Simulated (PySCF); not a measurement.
Screening by computed properties: pick the candidate that meets the target.

Each SMILES stands for a single optimised conformer of the isolated species, non-relativistic unless stated. Electronic properties by PySCF.

The conformers computed, where there is a choice (atom-mapped SMILES and torsion angles):
- `[CH3:1][CH2:2][C@H:3]([F:4])[c:5]1[cH:6][cH:7][cH:8][cH:9][cH:10]1`: C1–C2–C3–F4 66°, C2–C3–C5–C6 -75°
- `[CH3:1][CH2:2][C:3]1([SiH:4]([OH:5])[OH:6])[CH2:7][CH2:8]1`: C1–C2–C3–Si4 68°, C2–C3–Si4–O5 -64°, H–O5–Si4–C3 -142°, H–O6–Si4–C3 -54°

The conformers of `C1=CP(N2CCCC2)CC1` and `CC#CP(C)N1CCCC1` aren't listed.

(1) Wanted: HOMO–LUMO gap between 6 eV and 6.3 eV (PBE0/pcSseg-1) and HOMO energy above -7.2 eV (PBE0/pcSseg-1), at GFN2-xTB geometries. Which candidate meets both?
A. `F[C@H](c1ccccc1)CC`
B. `CC1=CN=CS1`
C. `CC#CP(C)N1CCCC1`
D. `C1CN(CC1)P1CCC=C1`
E. `CCC1([SiH](O)O)CC1`

Answers

(1) D. Computed values:
| species | HOMO–LUMO gap | HOMO energy |
| --- | --- | --- |
| CC#CP(C)N1CCCC1 | 5.81 eV | -5.59 eV |
| C1CN(CC1)P1CCC=C1 | 6.20 eV | -6.27 eV |
| CC1=CN=CS1 | 6.37 eV | -7.09 eV |
| F[C@H](c1ccccc1)CC | 6.89 eV | -7.23 eV |
| CCC1([SiH](O)O)CC1 | 8.55 eV | -7.68 eV |
